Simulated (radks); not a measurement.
The numbers below are computed, except where a source is named.
Species: Tc2+. Configuration: [Kr] 4d5.

Level of theory: non-relativistic Kohn-Sham, LDA (Slater exchange, Perdew-Wang correlation), spin-polarised, spherical densities, point nucleus; open shells are filled with parallel spins first (spin-orbit coupling, left out, can overturn this in heavy ions); relativity is left out, which matters for an element this heavy (a radial shooting solver on a logarithmic mesh with Libxc functionals).

Energy parts (hartree):
| part | energy |
|---|---|
| total | -4201.48621 |
| kinetic | 4198.70626 |
| electron-nucleus | -9979.61310 |
| Hartree | 1700.82319 |
| exchange-correlation | -121.40257 |

Orbitals (lengths in bohr, moments of r in powers of bohr):
orbital  occ.  eigenvalue (hartree)     <r^2>
1s up       1             -746.3192  0.001685
1s down     1             -746.3191  0.001685
2s up       1             -105.1505   0.02819
2s down     1             -105.1255   0.02819
2p up       3             -97.19070   0.02141
2p down     3             -97.17159   0.02141
3s up       1             -18.71681    0.2100
3s down     1             -18.69944    0.2097
3p up       3             -15.62395    0.2073
3p down     3             -15.60501    0.2070
3d up       5              -9.92458    0.1908
3d down     5              -9.89929    0.1903
4s up       1              -3.18136     1.339
4s down     1              -3.06334     1.329
4p up       3              -2.27583     1.603
4p down     3              -2.15333     1.595
4d up       5              -0.88962     3.011
4d down     0              -0.76778     3.185

The highest occupied level is 4d up at -24.208 eV. Virial ratio -V/T = 2.00066. The electron density at the nucleus is 5.536e+04 e/bohr^3. The density falls to 0.001 e/bohr^3 at r = 3.50 bohr.
